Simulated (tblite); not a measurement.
Species: C4H4BF5O2.
Geometry (GFN2-xTB, Å), atoms numbered from 1 in this order:
```xyz
16
C4H4BF5O2 angstrom
F     -0.650   -2.209    0.633
C     -1.187   -0.973    0.607
F     -2.211   -1.020   -0.269
C     -0.120    0.041    0.148
C     -0.752    1.443    0.042
F     -1.427    1.777    1.145
F     -1.603    1.537   -0.985
F      0.185    2.373   -0.149
C      0.589   -0.368   -1.173
O      1.942   -0.493   -0.816
B      2.093   -0.231    0.495
O      0.902    0.087    1.106
H     -1.578   -0.742    1.608
H      0.481    0.396   -1.949
H      0.218   -1.327   -1.549
H      3.095   -0.263    1.070
```

Calculated harmonic vibrations of the isolated species, GFN2-xTB (tblite), most abundant isotopes, no scaling. Errors from tens to a few hundred cm⁻¹ against measured bands are possible. Modes of hydrogen on boron can be 10 to 20 % off. One conformer, not necessarily the lowest.

Harmonic wavenumbers (cm⁻¹): 44.0, 59.7, 76.7, 127.6, 174.5, 197.1, 264.0, 308.4, 321.3, 348.5, 404.6, 419.8, 490.2, 521.1, 537.4, 648.2, 667.9, 755.0, 764.4, 799.1, 893.0, 906.7, 1019.4, 1036.3, 1056.3, 1067.7, 1089.2, 1104.4, 1113.4, 1120.1, 1147.6, 1170.3, 1198.0, 1213.2, 1248.4, 1272.8, 1303.0, 1453.9, 2786.5, 2927.0, 2950.0, 2963.3.

A = 1163, B = 1025, C = 723.4 MHz; mass 190.022 u (most abundant isotopes); point group C1, symmetry number 1.

Q: Zero-point energy?

A: Half the sum of the wavenumbers: 19985 cm⁻¹ = 239.07 kJ/mol.

Q: What is S at 298.15 K and 1 bar for an ideal gas of classical rigid rotors and harmonic oscillators?

A: Translation 174.30, rotation 126.78, vibration 137.05: S = 438.1 J/(mol K).

Q: And Cp and H(298.15 K) − H(0)?

A: Cp = 173.33 J/(mol K), of which vibrations give 140.07 (their classical limit is 42 R = 349.2); H(298.15 K) − H(0) = 31.25 kJ/mol without the zero-point energy, 21.34 from vibrations.

Q: How do the functions run with temperature in this model?

A: 
```tsv
T (K)	S (J/(mol K))	Cp (J/(mol K))	H − H(0) (kJ/mol)	G − H(0) (kJ/mol)	ln q(vib)
50	258.2	58.5	2.20	-10.71	0.68
100	306.3	83.0	5.75	-24.88	2.09
373.15	480.4	204.1	45.43	-133.83	10.03
500	546.2	245.6	74.09	-199.02	13.59
750	656.4	295.6	142.43	-349.86	20.20
1000	745.5	323.1	220.08	-525.46	26.15
```

q(vib) and H(0) count from the zero-point level.

Q: What must be added to the electronic energy to get the Gibbs energy at 298.15 K and 1 bar?

A: ZPE + [H(298.15 K) − H(0)] − T·S = 239.07 + 31.25 − 130.63 = 139.69 kJ/mol.

Q: Blend soft modes into free rotors: weight 1/[1 + (100 cm⁻¹/ν̃)⁴] for the oscillator and the rest for a rotor with moment μB/(μ + B), μ = h/(8π²ν), B = 10⁻⁴⁴ kg m². What vibrational entropy results?

A: 124.31 J/(mol K) in place of 137.05, which changes −T·S at 298.15 K by +3.80 kJ/mol.

Hindered rotation and anharmonicity are outside this model. Other conformers, if any are populated, would add a mixing term that is left out. The structure is chiral; the term R ln 2 for an equal mix with its mirror image is left out.

Hardware: 2 threads of an Intel Xeon at 2.50 GHz, on a shared host. Cost: 2.0 s wall, 3.4 s CPU. This covers the Hessian and the dipole derivatives.
